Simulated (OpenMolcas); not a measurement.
**Ce3+: ligand-field states by method**

Ce3+ with 6 ligands (iodide) in tetragonal octahedral coordination (D4h) at 3.24 Å, the axial distance 3.305 Å. A charge of +0.5 e stands 2.6 Å behind each ligand. Ligand basis ANO-RCC-VDZP.

- Program: OpenMolcas
- Basis: ANO-RCC-VDZP [7s6p4d2f1g]
- Scalar Hamiltonian: DKH2, point nucleus
- Active space: 1 electron in 7 orbitals (4f)
- State averaging: 2S+1 = 2 odd, 7 roots
- Spin-orbit coupling: state interaction with AMFI integrals over the reference wave functions

I. CASSCF
II. SS-CASPT2, IPEA 0.25 Eh, imaginary shift 0.1 Eh (closed shells correlated: 5s 5p and the ligand valence shells)

Spin-free states (labels of D4, the rotations of D4h) in cm-1, each column counted from its own energy of the first state listed:

```tsv
State	Degeneracy	I	II
2B1	1	0	0
2E	2	113	-70
2B2	1	120	130
2A2	1	341	370
2E	2	392	260
```

II puts a state of multiplicity 2 lowest, 73 cm-1 below that state.

With spin-orbit coupling the lowest J multiplet is 238 (I), 219 (II) cm-1 wide, a factor of 0.92 from I to II.

χT at 300 K: I 0.76, II 0.77 cm3 K/mol.

Over all roots computed the reference weight is 0.72 in II; a low but even weight reflects the number of correlated electrons. Splittings of an f shell from a small cluster at a set distance can be off by tens of per cent, mostly too small (holds for II). The distance lies 3 % over the 3.14 Å that this model takes as the normal distance (a Shannon-type radius plus a fixed donor radius); by an R⁻⁵ law this alone changes a d-shell field by about -15 %. No measured value stands beside these numbers; the geometry was imposed, not optimised, and the real ion may take another.
